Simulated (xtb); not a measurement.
xtb input:

```bash
xtb mol.xyz --gfn 2 --sp --chrg 1 --uhf 0
```
mol.xyz:
```
6

B     -0.15003158    -0.03419284     0.03556976
Cl     0.33858908     1.52195949     0.50414346
Cl     0.68280307    -1.28917984    -0.74629698
O     -1.56216674    -0.35602449     0.37036135
H     -1.96631252    -1.21855699     0.15454087
H     -2.14986219     0.28046314     0.82132937
```

Q: Which total energy does the run end on?

A: -15.01744 Eh (GFN2-xTB).

It need not be the lowest isomer of its formula.
